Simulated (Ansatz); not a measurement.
CHClFNOSi, SMILES `O=C=N[SiH](F)Cl`, relaxed with RKS PBE0-D4/def2-TZVP in Ansatz from a PBE-D4/def2-SVP geometry. The force threshold is 0.005 eV/Å; the program also tests the step.

The species carries charge 0 and has multiplicity 1.

Start:

```xyz
7

O     0.539    2.953    0.682
C     0.429    1.809    0.425
N     0.347    0.627    0.168
Si   -0.096   -0.977   -0.217
F     0.057   -1.177   -1.822
Cl   -2.066   -1.291    0.287
H     0.790   -1.945    0.476
```

```tsv
step	energy (eV)	largest force (eV/Å)	largest move (Å)
1	-27700.5946	1.393	0.000
2	-27700.6721	0.713	0.035
3	-27700.6855	0.152	0.021
4	-27700.6861	0.027	0.005
5	-27700.6862	0.015	0.007
6	-27700.6866	0.017	0.010
7	-27700.6874	0.254	0.081
8	-27700.6890	0.143	0.019
9	-27700.6893	0.055	0.014
10	-27700.6894	0.056	0.017
11	-27700.6896	0.013	0.016
12	-27700.6896	0.029	0.022
13	-27700.6896	0.021	0.008
14	-27700.6897	0.007	0.005
15	-27700.6897	0.033	0.006
16	-27700.6897	0.013	0.002
17	-27700.6897	0.003	0.006
18	-27700.6897	0.005	0.007
19 (rejected)	-27700.6897	0.008	0.006
20	-27700.6897	0.003	0.002
```

End:

```xyz
7

O     0.386    2.873    0.729
C     0.412    1.758    0.415
N     0.490    0.608    0.087
Si   -0.067   -0.952   -0.230
F     0.042   -1.207   -1.786
Cl   -2.014   -1.136    0.310
H     0.751   -1.944    0.474
```

Run time 82 s (4 threads of a server CPU on a shared host); peak host memory 0.6 GiB.
